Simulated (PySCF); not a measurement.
CH4BFO.

```xyz
8

B     -0.5866    -0.7974     0.0000
H     -1.5648    -1.5003     0.0000
F      0.6321    -1.3508     0.0000
O     -0.7195     0.5401     0.0000
C      0.4096     1.4010     0.0000
H      1.0324     1.2406     0.8946
H      0.0421     2.4366     0.0000
H      1.0324     1.2406    -0.8946
```

The structure is a stationary point at ωB97X-D3(BJ)/def2-SVP. The geometry has at least one imaginary mode, so it is a saddle point at that level. One conformer was computed; it need not be the lowest.

The numbers are results of PBE0/pcSseg-1 in PySCF, not measurements. Non-relativistic, no solvent.

Computed absolute GIAO shielding of each atom: isotropic value and principal components (ppm):
```tsv
atom	σ(iso)	σ11	σ22	σ33	span
B1	76.4	56.1	85.3	87.6	31.5
H2	27.1	24.3	26.1	30.9	6.7
F3	249.7	76.3	260.7	412.0	335.7
O4	210.8	59.3	245.8	327.1	267.8
C5	132.4	106.2	110.5	180.5	74.3
H6	27.5	23.9	25.6	32.8	8.9
H7	27.6	23.8	26.0	32.9	9.2
H8	27.5	23.9	25.6	32.8	8.9
```
